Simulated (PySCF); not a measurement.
C2H8O2Si. Atoms are numbered in the order given.

```xyz
13

C      2.1539    -0.3073     0.2708
Si     0.4555     0.1998    -0.3282
O     -0.1916     1.4735     0.5652
C     -0.8521    -1.1263    -0.0364
O     -2.1432    -0.5559    -0.1928
H      2.8929     0.4983     0.1328
H      2.5120    -1.1876    -0.2891
H      2.1289    -0.5689     1.3409
H      0.5205     0.6033    -1.7670
H      0.0374     2.3703     0.3047
H     -0.7184    -1.5862     0.9661
H     -0.7551    -1.9500    -0.7642
H     -2.1282     0.2847     0.2847
```
Charge 0, spin multiplicity 1.

Coordinates come from a ωB97X-D3(BJ)/def2-SVP optimisation. The structure was generated by enumeration; whether it is a known compound was not checked. One conformer was computed; it need not be the lowest.

Computed with TDDFT-PBE/def2-SVPD (PySCF 2.14.0).

Vertical excitations. The molecule is in vacuum.

| state | energy (eV) | λ (nm) | f | main pairs |
|---|---|---|---|---|
| S1 | 5.19 | 239 | 0.008 | HOMO→LUMO 99 % |
| S2 | 5.83 | 213 | 0.009 | HOMO→LUMO+1 99 % |
| S3 | 6.28 | 198 | 0.007 | HOMO→LUMO+2 99 % |
| S4 | 6.47 | 192 | 0.008 | HOMO−1→LUMO 99 % |
| S5 | 6.74 | 184 | 0.009 | HOMO→LUMO+3 96 % |
| S6 | 6.78 | 183 | 0.004 | HOMO−2→LUMO 95 % |
| S7 | 7.15 | 174 | 0.037 | HOMO−1→LUMO+1 97 % |
| S8 | 7.24 | 171 | 0.045 | HOMO→LUMO+4 91 % |
| S9 | 7.33 | 169 | 0.008 | HOMO→LUMO+5 89 % |
| S10 | 7.42 | 167 | 0.009 | HOMO−2→LUMO+1 97 % |
| T1 | 5.05 | 246 | 0 | HOMO→LUMO 99 % |
| T2 | 5.70 | 217 | 0 | HOMO→LUMO+1 99 % |
| T3 | 6.07 | 204 | 0 | HOMO→LUMO+2 99 % |
| T4 | 6.26 | 198 | 0 | HOMO−1→LUMO 98 % |
Triplets are in the Tamm–Dancoff approximation, which puts them higher than full response would, so one can lie above its singlet here.
